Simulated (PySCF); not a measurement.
## Basis-set dependence of population analyses: `[BH3-][S@+](C)CF`

Species: C2H8BFS.
Z-matrix (Å and degrees, PBE0-D3(BJ)/def2-SVP geometry), rows numbered from 1:
```
B 
S   1  1.9472
C   2  1.7993  1  104.84
C   2  1.8141  1  100.78  3  -102.74
F   4  1.3540  2  111.07  1   172.82
H   1  1.2226  2  105.35  3    51.79
H   1  1.2204  2  102.68  3   172.97
H   1  1.2191  2  102.39  3   -68.94
H   3  1.0976  2  109.09  1  -164.77
H   3  1.0992  2  109.57  1   -42.36
H   3  1.0976  2  106.81  1    76.34
H   4  1.1020  2  108.07  1    51.45
H   4  1.1010  2  105.71  1   -66.58
```

PBE0 throughout (PySCF), one geometry, spherical d and f functions. The structure is a single PBE0-D3(BJ)/def2-SVP conformer in the gas phase; no vibrational or solvent corrections. Atoms taken as equivalent share a column and are averaged. The first 7 of 9 kinds of atom are listed.

Mulliken charges (e):

```tsv
basis	functions	B1	S2	C3	C4	F5	H6/H7/H8	H9/H10/H11
STO-3G	37	-0.157	+0.373	-0.311	-0.104	-0.082	-0.095	+0.113
6-31G	65	-0.228	+0.428	-0.726	-0.207	-0.311	-0.040	+0.236
pcSseg-0	65	-0.364	+0.151	-0.869	-0.217	-0.352	+0.050	+0.305
6-31G*	90	-0.289	+0.332	-0.688	-0.111	-0.307	-0.026	+0.237
cc-pVDZ	114	-0.273	+0.178	-0.182	+0.126	-0.209	-0.041	+0.101
def2-SVP	114	-0.247	+0.040	-0.161	+0.195	-0.244	-0.031	+0.109
6-311+G(2d,p)	191	-0.403	+0.581	-0.656	-0.250	-0.246	-0.004	+0.198
aug-cc-pVDZ	191	-2.058	+0.201	+0.298	+0.769	-0.430	+0.662	-0.125
def2-TZVP	209	-0.409	+0.196	-0.363	+0.014	-0.196	-0.007	+0.164
IGLO-III	264	-0.127	+0.369	-0.532	-0.129	-0.241	-0.073	+0.179
cc-pVTZ	266	-0.474	+0.234	-0.285	+0.111	-0.190	+0.011	+0.131
```

IAO charges (e):

```json
{"basis": "STO-3G", "functions": "37", "B1": "-0.430", "S2": "+0.543", "C3": "-0.476", "C4": "-0.169", "F5": "-0.108", "H6/H7/H8": "-0.037", "H9/H10/H11": "+0.155"}
{"basis": "6-31G", "functions": "65", "B1": "-0.526", "S2": "+0.503", "C3": "-0.527", "C4": "-0.085", "F5": "-0.268", "H6/H7/H8": "-0.001", "H9/H10/H11": "+0.184"}
{"basis": "pcSseg-0", "functions": "65", "B1": "-0.535", "S2": "+0.471", "C3": "-0.516", "C4": "-0.077", "F5": "-0.255", "H6/H7/H8": "+0.003", "H9/H10/H11": "+0.183"}
{"basis": "6-31G*", "functions": "90", "B1": "-0.519", "S2": "+0.549", "C3": "-0.519", "C4": "-0.050", "F5": "-0.282", "H6/H7/H8": "-0.008", "H9/H10/H11": "+0.174"}
{"basis": "cc-pVDZ", "functions": "114", "B1": "-0.543", "S2": "+0.552", "C3": "-0.515", "C4": "-0.048", "F5": "-0.285", "H6/H7/H8": "-0.002", "H9/H10/H11": "+0.173"}
{"basis": "def2-SVP", "functions": "114", "B1": "-0.532", "S2": "+0.549", "C3": "-0.506", "C4": "-0.043", "F5": "-0.285", "H6/H7/H8": "-0.005", "H9/H10/H11": "+0.170"}
{"basis": "6-311+G(2d,p)", "functions": "191", "B1": "-0.548", "S2": "+0.573", "C3": "-0.531", "C4": "-0.055", "F5": "-0.303", "H6/H7/H8": "-0.002", "H9/H10/H11": "+0.177"}
{"basis": "aug-cc-pVDZ", "functions": "191", "B1": "-0.544", "S2": "+0.558", "C3": "-0.522", "C4": "-0.048", "F5": "-0.301", "H6/H7/H8": "-0.002", "H9/H10/H11": "+0.176"}
{"basis": "def2-TZVP", "functions": "209", "B1": "-0.550", "S2": "+0.579", "C3": "-0.535", "C4": "-0.053", "F5": "-0.302", "H6/H7/H8": "-0.002", "H9/H10/H11": "+0.177"}
{"basis": "IGLO-III", "functions": "264", "B1": "-0.552", "S2": "+0.581", "C3": "-0.536", "C4": "-0.057", "F5": "-0.303", "H6/H7/H8": "-0.001", "H9/H10/H11": "+0.177"}
{"basis": "cc-pVTZ", "functions": "266", "B1": "-0.549", "S2": "+0.569", "C3": "-0.532", "C4": "-0.051", "F5": "-0.299", "H6/H7/H8": "-0.002", "H9/H10/H11": "+0.177"}
```

Hirshfeld charges (e):

| basis | functions | B1 | S2 | C3 | C4 | F5 | H6/H7/H8 | H9/H10/H11 |
| --- | --- | --- | --- | --- | --- | --- | --- | --- |
| STO-3G | 37 | -0.107 | +0.282 | -0.024 | +0.080 | -0.051 | -0.117 | +0.036 |
| 6-31G | 65 | -0.122 | +0.218 | -0.083 | +0.051 | -0.108 | -0.089 | +0.062 |
| pcSseg-0 | 65 | -0.124 | +0.259 | -0.085 | +0.052 | -0.102 | -0.095 | +0.057 |
| 6-31G* | 90 | -0.123 | +0.204 | -0.081 | +0.049 | -0.096 | -0.088 | +0.062 |
| cc-pVDZ | 114 | -0.126 | +0.237 | -0.093 | +0.038 | -0.087 | -0.090 | +0.060 |
| def2-SVP | 114 | -0.133 | +0.259 | -0.097 | +0.041 | -0.096 | -0.092 | +0.060 |
| 6-311+G(2d,p) | 191 | -0.116 | +0.232 | -0.102 | +0.032 | -0.103 | -0.087 | +0.063 |
| aug-cc-pVDZ | 191 | -0.121 | +0.236 | -0.109 | +0.029 | -0.098 | -0.085 | +0.063 |
| def2-TZVP | 209 | -0.122 | +0.232 | -0.104 | +0.031 | -0.098 | -0.086 | +0.063 |
| IGLO-III | 264 | -0.123 | +0.249 | -0.109 | +0.028 | -0.101 | -0.086 | +0.063 |
| cc-pVTZ | 266 | -0.123 | +0.231 | -0.105 | +0.031 | -0.093 | -0.087 | +0.063 |

ESP-fitted charges (e):

| basis | functions | B1 | S2 | C3 | C4 | F5 | H6/H7/H8 | H9/H10/H11 |
| --- | --- | --- | --- | --- | --- | --- | --- | --- |
| STO-3G | 37 | -0.452 | +0.338 | -0.575 | -0.166 | -0.031 | -0.015 | +0.209 |
| 6-31G | 65 | -0.310 | +0.139 | -0.643 | -0.015 | -0.191 | -0.025 | +0.251 |
| pcSseg-0 | 65 | -0.384 | +0.153 | -0.723 | -0.036 | -0.186 | -0.005 | +0.274 |
| 6-31G* | 90 | -0.304 | +0.195 | -0.666 | -0.181 | -0.107 | -0.027 | +0.252 |
| cc-pVDZ | 114 | -0.292 | +0.186 | -0.582 | -0.093 | -0.134 | -0.032 | +0.226 |
| def2-SVP | 114 | -0.338 | +0.193 | -0.583 | -0.065 | -0.151 | -0.022 | +0.227 |
| 6-311+G(2d,p) | 191 | -0.237 | +0.181 | -0.625 | -0.101 | -0.154 | -0.046 | +0.239 |
| aug-cc-pVDZ | 191 | -0.181 | +0.159 | -0.601 | -0.071 | -0.154 | -0.060 | +0.232 |
| def2-TZVP | 209 | -0.243 | +0.187 | -0.621 | -0.101 | -0.145 | -0.045 | +0.237 |
| IGLO-III | 264 | -0.214 | +0.182 | -0.606 | -0.104 | -0.148 | -0.052 | +0.233 |
| cc-pVTZ | 266 | -0.227 | +0.180 | -0.605 | -0.109 | -0.136 | -0.049 | +0.232 |

Some averages cover members that differ in this geometry, most widely: H6/H7/H8, ESP-fitted in 6-31G -0.050 to +0.006; H6/H7/H8, ESP-fitted in 6-311+G(2d,p) -0.071 to -0.016; H6/H7/H8, ESP-fitted in pcSseg-0 -0.028 to +0.026; H6/H7/H8, ESP-fitted in aug-cc-pVDZ -0.085 to -0.031 e.

Q: Which scheme is steadiest as the basis changes?

A: Largest range over the bases for any column: Hirshfeld 0.09 e, IAO 0.20 e, ESP-fitted 0.27 e, Mulliken 1.93 e. Hirshfeld charges move least and Mulliken charges most, counted in e. Without the minimal STO-3G basis the ranges are Hirshfeld 0.06, IAO 0.11, ESP-fitted 0.20, Mulliken 1.93 e.

Q: How much do the charges still move between the two largest bases, IGLO-III and cc-pVTZ?

A: At most, over all atoms: Mulliken 0.347 e, IAO 0.012 e, Hirshfeld 0.018 e, ESP-fitted 0.013 e.

Q: What do the same runs give for the total energy, the frontier levels and the dipole moment?

A: 
| basis | energy (Eh) | HOMO (eV) | LUMO (eV) | μ (D) |
| --- | --- | --- | --- | --- |
| STO-3G | -596.4580 | -5.90 | 4.78 | 4.56 |
| 6-31G | -603.3950 | -8.10 | 0.75 | 3.06 |
| pcSseg-0 | -602.5460 | -8.37 | 0.56 | 3.14 |
| 6-31G* | -603.4812 | -8.01 | 0.51 | 3.26 |
| cc-pVDZ | -603.5165 | -8.05 | 0.55 | 3.22 |
| def2-SVP | -603.2285 | -8.10 | 0.59 | 3.24 |
| 6-311+G(2d,p) | -603.5888 | -8.18 | -0.09 | 3.01 |
| aug-cc-pVDZ | -603.5378 | -8.15 | -0.24 | 3.02 |
| def2-TZVP | -603.6100 | -8.16 | 0.18 | 3.07 |
| IGLO-III | -603.6148 | -8.16 | 0.13 | 3.02 |
| cc-pVTZ | -603.6065 | -8.15 | 0.26 | 3.12 |

The dipole is fixed by the density alone, so its range of 1.55 D shows that the density itself changes with the basis, not only its division among atoms.
